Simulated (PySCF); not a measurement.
Compounds:

A. 4-picoline N-oxide (SMILES c1(C)cc[n+]([O-])cc1)
B. SMILES c1([Si](C)(C)C)[nH]nnc1C#N
C. SMILES Cc1nn([SiH](C)C)nc1C#N

Spectrum 1. 1H NMR (300 MHz, computed): δ 11.00 (br s, 1H), 0.49 (s, 9H). 13C{1H} NMR (computed): δ 152.7 (C), 131.2 (C), 119.6 (C), -1.8 (CH3).

Spectrum 2. 1H NMR (300 MHz, computed): δ 8.21 (d, 2H), 7.15 (d, 2H), 2.36 (s, 3H). 13C{1H} NMR (computed): δ 144.0 (CH), 134.3 (C), 133.0 (CH), 22.3 (CH3).

Spectrum 3. 1H NMR (300 MHz, computed): δ 5.38 (sept, 1H), 2.69 (s, 3H), 0.73 (d, 6H). 13C{1H} NMR (computed): δ 158.6 (C), 129.9 (C), 118.0 (C), 12.7 (CH3), -1.8 (CH3).

- σ from GIAO-PBE0/pcSseg-1
- geometry from GFN2-xTB
- code: PySCF
- a single conformation, no relativistic terms, averaged over atoms made equivalent by symmetry, fast rotation or ring inversion, no solvent

δ = σ(ref) − σ, references computed at the same level: 1H and 13C vs TMS. Where no couplings were computed, multiplicities follow the n + 1 count of equivalent neighbours, and m marks all less simple cases (inequivalent or close neighbours, rings, F or P nearby). Shifts are as computed. Against solution values, carbons near 30 ppm lie about +3 ppm off and those near 130 ppm about +5 ppm. Of 1211 compounds with measured shifts, 218 miss one by over three times the rms of a fit or turn the order of signals round; such compounds aren't used in these exercises. OH and NH positions are gas-phase values without hydrogen bonding to other molecules.

Q: Match each spectrum to its structure.

A: 1–B, 2–A, 3–C.

- Spectrum 1 (B): 4 13C signals; δC 119.6 is a nitrile carbon; δC -1.8 is a methyl carbon bonded to Si.
- Spectrum 2 (A): 4 13C signals; δC 144.0 is an aromatic CH next to a ring nitrogen; δC 133.0 is an aromatic CH.
- Spectrum 3 (C): 5 13C signals; δC 118.0 is a nitrile carbon; δC 12.7 is a methyl carbon on an aromatic ring.
